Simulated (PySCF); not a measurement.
Input of a run (PBE0-D3(BJ)/def2-SVP geometry optimisation, gas phase (PySCF 2.14.0)), started from GFN2-xTB:
```
{"job": {"xc": "PBE0", "basis": "def2-SVP", "d3": "d3bj", "grid": 1, "shake": 0.01, "kind": "geom"}, "charge": 0, "multiplicity": 1}
C      1.836960    -0.000610    -0.192150
C      0.672400     0.603820     0.151390
F      0.725050     1.880750     0.616950
B     -0.728230    -0.034020     0.066230
O     -0.823870    -1.329330    -0.361400
O     -1.832570     0.716210     0.408700
H      1.811450    -0.982030    -0.570970
H      2.780260     0.533680    -0.119360
H     -1.691120    -1.718730    -0.389470
H     -2.699890     0.309340     0.369020
```

Output (energies in Eh, forces in Eh/bohr):
```
step   0  E = -353.19892908  max force = 0.037635
step   1  E = -353.20038922  max force = 0.016168
step   2  E = -353.20154084  max force = 0.006117
step   3  E = -353.20193001  max force = 0.005988
step   4  E = -353.20208765  max force = 0.002216
step   5  E = -353.20217369  max force = 0.001700
step   6  E = -353.20224014  max force = 0.000743
step   7  E = -353.20232665  max force = 0.001512
step   8  E = -353.20235895  max force = 0.000506
step   9  E = -353.20236440  max force = 0.000231
optimisation converged
```

Question: Summarise the run.

Answer: The energy falls by 0.093 eV over 10 energy and gradient evaluations, the largest force component goes from 0.0376 to 2.3e-04 Eh/bohr, and the atoms move by 0.043 Å rms after alignment. The bond that changes most is C1–H7 (terminal =CH2 carbon to vinylic hydrogen), which lengthens by 0.038 Å. Bonds longer at the end by more than 0.005 Å: 4 of 9; shorter: 3. Among the angles that change most is B4–O6–H10, from 118.9° to 115.6°. The energy never rose by more than 1e-6 Eh on the way. The first step brought 43 % of the lowering.

Question: What are the final bond lengths?

Answer: C1=C2 1.334 Å, C2–F3 1.342 Å, C2–B4 1.573 Å, B4–O5 1.363 Å, B4–O6 1.357 Å, C1–H7 1.091 Å, C1–H8 1.093 Å, O5–H9 0.961 Å, O6–H10 0.961 Å. Numbering counts from 1 in the input's order; the species is `B(O)(O)C(=C)F`.

The run used 104 basis functions and 72 SCF cycles in all. The run took 34 s of wall time on Arm Neoverse V1, one thread, shared host with 32 logical CPUs at a one-minute load of 22, and the process peaked at 0.42 GiB of memory.

No frequency check. One conformer, not necessarily the lowest.

Shape of the structure used: `[CH2:1]=[C:2]([F:3])[B:4]([OH:5])[OH:6]`: C1–C2–B4–O5 -1°, H–O5–B4–C2 180°, H–O6–B4–C2 180°.
